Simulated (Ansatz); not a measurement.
`[CH3][Al]([F])[F]` + H₂Se → `[F][Al]([F])[SeH]` + CH₄ at 500 K and 1 bar (ligand exchange at the Al–C bond).

Computed with Ansatz on PBE0-D4/def2-TZVP structures; ΔE is electronic, products minus reactants. CCSD(T)/CBS adds triple-zeta CCSD(T) − MP2 to the extrapolated MP2 energy (def2 sets, frozen cores). This one scheme is used for every species. For Se outer-core shells are correlated without core-valence functions, which leaves a few kJ/mol of doubt a bond. Scalar relativity is left out up to krypton. Each species was taken in one conformer, which may not be the lowest.

| species | CCSD(T)/CBS energy (Eh) | H − E (kJ/mol) | S (J/(mol·K)) |
| --- | --- | --- | --- |
| `[CH3][Al]([F])[F]` | -481.63134 | 143.5 | 376.4 |
| H₂Se | -2401.89790 | 53.1 | 237.8 |
| `[F][Al]([F])[SeH]` | -2843.11067 | 70.4 | 372.6 |
| CH₄ | -40.46206 | 135.6 | 206.8 |

H − E and S are ideal-gas, rigid-rotor, harmonic terms from PBE0-D4/def2-TZVP, for one conformer and one mirror image of each species. 1 Eh = 2625.50 kJ/mol, R = 8.31446 J/(mol·K).

By hand: ΔE, ΔH, ΔS and ΔG.

ΔE = (-2843.11067) + (-40.46206) − (-481.63134) − (-2401.89790) = -0.04349 Eh = -114.2 kJ/mol. Δ(H − E) = 70.4 + 135.6 − 143.5 − 53.1 = 9.4, so ΔH = -104.8 kJ/mol. ΔS = 372.6 + 206.8 − 376.4 − 237.8 = -34.8 J/(mol·K). ΔG = -104.8 − 500 × (-34.8)/1000 = -87.4 kJ/mol.

By hand: the equilibrium constant, and the temperature at which ΔG would vanish if ΔH and ΔS stayed fixed.

log₁₀ K = −ΔG/(RT ln 10) = 9.1. ΔG = 0 at ΔH/ΔS = 3011 K, far beyond where these terms or the molecules hold.

ΔH outweighs TΔS. A doubt of 5 kJ/mol in ΔE shifts log₁₀ K by 0.5 here. Other conformers and mirror images would add mixing entropy, several J/(mol·K) or more a flexible species. Modes under 60 cm⁻¹, often nearly free rotors, make the harmonic entropy too high. These are equilibria of isolated gas molecules and say nothing of rates. Largest T1 diagnostic: 0.012 (customary marks: 0.02 for closed shells, 0.045 for open ones).
